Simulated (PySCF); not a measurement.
Simulated outer-valence photoelectron spectrum of `ClC[SiH2]Br`. Method used: EOM-IP-CCSD/aug-cc-pVDZ in PySCF, restricted Hartree–Fock reference, 20 core orbitals frozen, non-relativistic, gas phase, PBE0-D3(BJ)/def2-SVP geometry.

Each root has a Gaussian of 0.8 eV full width with its one-hole share as area; cross sections and vibrations are left out, and the highest printed point is 100.

ionisation energy (eV), intensity and a bar:
```
      9.4          0 
      9.6          1 
      9.8          5 #
     10.0         14 ####
     10.2         32 ##########
     10.4         54 ################
     10.6         74 ######################
     10.8         87 ##########################
     11.0         96 #############################
     11.2        100 ##############################
     11.4         91 ###########################
     11.6         66 ####################
     11.8         36 ###########
     12.0         16 #####
     12.2         11 ###
     12.4         21 ######
     12.6         41 ############
     12.8         65 ###################
     13.0         81 ########################
     13.2         85 ##########################
     13.4         77 #######################
     13.6         59 ##################
     13.8         37 ###########
     14.0         19 ######
     14.2         13 ####
     14.4         20 ######
     14.6         32 ##########
     14.8         39 ############
     15.0         34 ##########
     15.2         21 ######
     15.4          9 ###
     15.6          3 #
     15.8          1 
     16.0          0
```

Problem. Where are the maxima, and how many lines lie under the curve?

Solution. 3 maxima, at 11.2, 13.2 and 14.8 eV, from 8 lines. At this width some lines have no maximum of their own.

Problem. List the lines with their holes.

Solution. 
```tsv
E (eV)	leading hole (HF orbital)	area	Koopmans (eV)
10.51	HOMO	0.96	11.31
10.87	HOMO-1	0.96	11.53
11.33	HOMO-2	0.95	12.11
11.39	HOMO-3	0.95	12.30
12.84	HOMO-4	0.95	13.54
13.17	HOMO-5	0.94	14.07
13.53	HOMO-6	0.94	14.63
14.82	HOMO-7	0.95	15.78
```

The widest gap, 1.45 eV, lies between 11.39 and 12.84 eV. Only orbitals with −ε under 21 eV, eight at most, were ionised, so the high end of the curve may lack lines.

Conformer computed: `[Cl:1][CH2:2][SiH2:3][Br:4]`: Cl1–C2–Si3–Br4 180°.

One conformer stands for the species.
